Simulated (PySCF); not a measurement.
**Charge on either side of a bond**

C5H12Si2.
SMILES with atom numbers: `[CH2:1]=[C:2]([CH3:3])[SiH:4]1[CH2:5][SiH2:6][CH2:7]1` (hydrogens: H8, H9 on C1; H10, H11, H12 on C3; H13 on Si4; H14, H15 on C5; H16, H17 on Si6; H18, H19 on C7)

Cartesian coordinates in Å at the GFN2-xTB level; atoms count from 1:
```xyz
19
C5H12Si2 angstrom
C     -1.957    1.889   -0.756
C     -1.239    0.802   -0.512
C     -1.748   -0.563   -0.862
Si     0.465    0.890    0.296
C      0.669   -0.349    1.753
Si     1.818   -1.482    0.718
C      1.796   -0.133   -0.644
H     -1.600    2.873   -0.503
H     -2.934    1.845   -1.217
H     -1.057   -1.058   -1.543
H     -1.819   -1.178    0.034
H     -2.729   -0.513   -1.332
H      0.820    2.284    0.588
H     -0.244   -0.808    2.122
H      1.163    0.087    2.617
H      1.184   -2.739    0.308
H      3.129   -1.760    1.307
H      2.744    0.391   -0.741
H      1.528   -0.468   -1.642
```

Atomic charges (e) from the PBE0/pcSseg-1 density (PySCF):

| atom | Mulliken | IAO | Hirshfeld | ESP-fitted |
| --- | --- | --- | --- | --- |
| C1 | -0.0926 | -0.3041 | -0.1008 | -0.5400 |
| C2 | -0.6133 | -0.2408 | -0.0790 | +0.1117 |
| C3 | -0.1889 | -0.4169 | -0.1171 | -0.5018 |
| Si4 | +0.9259 | +0.8982 | +0.3627 | +0.5391 |
| C5 | -0.8370 | -0.8392 | -0.2601 | -0.6412 |
| Si6 | +0.6398 | +0.7553 | +0.3388 | +0.6110 |
| C7 | -0.8368 | -0.8391 | -0.2601 | -0.6440 |
| H8 | +0.1075 | +0.1443 | +0.0408 | +0.1742 |
| H9 | +0.1032 | +0.1399 | +0.0431 | +0.2188 |
| H10 | +0.1304 | +0.1474 | +0.0449 | +0.1607 |
| H11 | +0.1305 | +0.1479 | +0.0451 | +0.1603 |
| H12 | +0.1147 | +0.1432 | +0.0451 | +0.1446 |
| H13 | -0.0707 | -0.1250 | -0.0777 | -0.1147 |
| H14 | +0.1616 | +0.1558 | +0.0311 | +0.1354 |
| H15 | +0.1626 | +0.1622 | +0.0352 | +0.1640 |
| H16 | -0.0803 | -0.1251 | -0.0797 | -0.1444 |
| H17 | -0.0809 | -0.1222 | -0.0791 | -0.1346 |
| H18 | +0.1626 | +0.1622 | +0.0353 | +0.1632 |
| H19 | +0.1617 | +0.1559 | +0.0311 | +0.1374 |

Q: Cut each of the bonds C1–C2, C2–Si4 and C3–C2 in turn and sum the charges on the side of the atom named first.

A: In e; the other side holds the opposite charge:

| bond cut | piece | atoms | Mulliken | IAO | Hirshfeld | ESP-fitted |
| --- | --- | --- | --- | --- | --- | --- |
| C1–C2 | CH2 | 3 | +0.118 | -0.020 | -0.017 | -0.147 |
| C2–Si4 | C3H5 | 8 | -0.308 | -0.239 | -0.078 | -0.072 |
| C3–C2 | CH3 | 4 | +0.187 | +0.022 | +0.018 | -0.036 |

Extremes among these pieces. Mulliken: lowest C3H5 at C2, highest CH3 at C3; IAO: lowest C3H5 at C2, highest CH3 at C3; Hirshfeld: lowest C3H5 at C2, highest CH3 at C3; ESP-fitted: lowest CH2 at C1, highest CH3 at C3.

Q: Do the schemes agree better on the pieces than on the single atoms at the cuts?

A: The spread between schemes averages 0.242 e for the pieces and 0.519 e for the atoms named first; it is smaller for the piece at 3 of the 3 cuts. On average they agree better on the pieces. The sign differs between schemes (beyond ±0.03 e) for CH2 at C1 and CH3 at C3.

Geometry: GFN2-xTB, one conformer, isolated molecule.
